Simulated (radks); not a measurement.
Spherical quantum dot in the effective-mass picture: electrons in a hard-walled sphere of radius 3.52, all in effective atomic units (hartree* = m*/eps^2 hartree, bohr* = eps/m* bohr), one dielectric constant everywhere. Calculated with a radial shooting solver with Libxc functionals: non-relativistic Kohn-Sham, PBEsol, spin-polarised, spherical densities. Levels are named by radial order and angular momentum (1s, 1p, 1d, 2s, ...), and open shells are averaged over m. Results are scaled to m* = 0.306 and eps = 8.8, for which hartree* = 107.5 meV and bohr* = 1.522 nm.

N = 11, configuration 1s2 1p6 1d(up 3, down 0). This is the lowest configuration that the search found. Occupied and some empty levels:

level,occupation,eigenvalue (meV),<r> (nm)
1s up,1,474.77,3.322
1s down,1,480.72,3.288
1p up,3,502.62,3.551
1p down,3,509.31,3.535
1d up,3,546.92,3.721
1d down,0,554.07,3.712
1f up,0,605.27,3.854
1f down,0,612.72,3.849
2s up,0,615.82,2.472
2s down,0,618.29,2.476
2p up,0,694.84,2.829
2p down,0,698.52,2.825

Energy (meV): total 3231.15, kinetic 1149.6, external 0, Hartree 2539.5, exchange-correlation -457.93.
